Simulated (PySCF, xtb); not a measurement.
Si(H)(Me)2(PH2) (C₂H₉PSi), SMILES C[SiH](C)P. The values are those of a single conformer.

Harmonic wavenumbers (cm⁻¹) from GFN2-xTB in xtb 6.7.1 at its own minimum, in rising order: 74, 103, 112, 134, 159, 193, 447, 581, 597, 676, 680, 719, 750, 799, 827, 835, 845, 1148, 1364, 1367, 1477, 1479, 1481, 1484, 2164, 2294, 2382, 3027, 3032, 3037, 3041, 3044, 3048.

**Question.** What does PBE0-D3(BJ)/def2-SVP (PySCF) give at its own minimum? (An estimate is asked for; the answer gives what the named calculation found.)

**Answer.** 129, 159, 165, 170, 190, 216, 433, 576, 602, 638, 663, 708, 774, 797, 856, 882, 898, 1086, 1258, 1264, 1424, 1425, 1432, 1437, 2207, 2392, 2409, 3053, 3056, 3156, 3159, 3166, 3168. Paired by order, the mean absolute difference is 51 cm⁻¹ and the zero-point energies are 62.0 and 62.8 kcal/mol.
